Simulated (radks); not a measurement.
Spherical quantum dot in the effective-mass picture: electrons in a hard-walled sphere of radius 2.14, with a point charge +2 (a donor) at the centre, all in effective atomic units (hartree* = m*/eps^2 hartree, bohr* = eps/m* bohr), one dielectric constant everywhere. Calculated with a radial shooting solver with Libxc functionals: non-relativistic Kohn-Sham, PBEsol, spin-polarised, spherical densities. Levels are named by radial order and angular momentum (1s, 1p, 1d, 2s, ...), and open shells are averaged over m.

N = 26, configuration 1s2 1p6 1d10 2s2 1f(up 6, down 0). This is the lowest configuration that the search found. Occupied and some empty levels:

level,occupation,eigenvalue (hartree*),<r> (bohr*)
1s up,1,15.568,1.221
1s down,1,15.661,1.199
1p up,3,16.410,1.423
1p down,3,16.534,1.416
1d up,5,17.520,1.498
1d down,5,17.655,1.495
2s up,1,17.960,0.8956
2s down,1,18.012,0.9110
1f up,6,18.965,1.552
1f down,0,19.106,1.550
1g up,0,20.726,1.594
1g down,0,20.872,1.593
2p up,0,20.900,1.089
2p down,0,20.961,1.090
2d up,0,23.425,1.207
2d down,0,23.502,1.206

Energy (hartree*): total 248.236, kinetic 98.050, external -43.045, Hartree 213.81, exchange-correlation -20.574.
